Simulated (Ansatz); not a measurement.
A thermochemical cycle in electronic energies (no zero-point or thermal terms), species as SMILES, kcal/mol. Structures are relaxed separately at B3LYP-D3(BJ)/def2-TZVP in Ansatz (an electronic-structure program). Correlated levels leave the core frozen unless marked. UHF or UKS for open shells. Spin-orbit coupling is left out. Non-relativistic. CBS marks a two-point X^-3 extrapolation of the correlation energy; Hartree-Fock from the larger set. [CCSD(T)-MP2]/basis is that difference in the basis named. Anions need diffuse functions, of which def2-TZVPD holds fewer than the aug- sets.

```
step                                                                                            RI-MP2/CBS(aug-cc-pVTZ,aug-cc-pVQZ)+[CCSD(T)-MP2]/aug-cc-pVTZ (Ansatz)  PBE-D3(BJ)/def2-TZVPD (Ansatz + dftd3)
----------------------------------------------------------------------------------------------  ----------------------------------------------------------------------  --------------------------------------
electron affinity EA, positive where the anion is bound: [C-]#[N+][CH]C + e- → [C-]#[N+][CH-]C                                                                    21.6                                    20.4
deprotonation energy A: [C-]#[N+]CC → [C-]#[N+][CH-]C + H+                                                                                                       394.0                                   386.3
ionisation of the H atom at the same level, IE                                                                                                                   313.7                                   313.5
```

Question: Find the bond energy D: [C-]#[N+]CC -> [C-]#[N+][CH]C + H atom.

Answer: Breaking the bond, ionising the H atom and attaching the electron to the radical add up to the deprotonation, A = D + IE - EA. At RI-MP2/CBS(aug-cc-pVTZ,aug-cc-pVQZ)+[CCSD(T)-MP2]/aug-cc-pVTZ: D = A - IE + EA = 394.0 - 313.7 + 21.6 = 101.9. At PBE-D3(BJ)/def2-TZVPD: D = A - IE + EA = 386.3 - 313.5 + 20.4 = 93.2. The functional differs from the first level by -8.7 in D, -1.2 in EA and -7.7 in A; for EA and A the gap mixes functional and basis. The site is the one shown; other sites or isomers of the anion may lie lower.
